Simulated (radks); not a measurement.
Dispersion coefficients C6 (hartree bohr^6) between ground-configuration atoms and ions, from the Casimir-Polder integral (3/pi) of alpha_A(iw) alpha_B(iw). Calculated with a radial shooting solver on a logarithmic mesh with Libxc functionals: scalar-relativistic Kohn-Sham, LDA (Slater exchange, VWN5 correlation), spin-unpolarised, spherical densities, finite nucleus; Fermi nuclear charge, rms radius of each element as measured or else 0.836 A^(1/3) + 0.57 fm. Response by self-consistent Sternheimer equations with the Hartree and adiabatic LDA kernel, the relativistic mass of each level held fixed and spin-orbit coupling left out. For heavy and open-shell atoms this level of theory can miss by tens of per cent.

C6       V     V+    V2+    V3+    V4+    V5+    V6+
V    829.7
V+   248.5  80.28
V2+  91.56  33.22  15.91
V3+  47.18  18.46  9.553  6.006
V4+  30.92  12.55  6.721  4.320  3.142
V5+  23.55  9.677  5.247  3.399  2.483  1.965
V6+  20.00  8.199  4.438  2.872  2.098  1.660  1.403

Static polarisabilities (bohr^3): V ([Ar] 3d3 4s2) 79.31, V+ ([Ar] 3d4) 20.92, V2+ ([Ar] 3d3) 5.287, V3+ ([Ar] 3d2) 2.341, V4+ ([Ar] 3d1) 1.447, V5+ ([Ar]) 1.083, V6+ ([Ne] 3s2 3p5) 0.9226. The combination rule 2 Ca Cb / ((alpha_b/alpha_a) Ca + (alpha_a/alpha_b) Cb) gives 27.83 for V-V4+, against 30.92 from the integral.
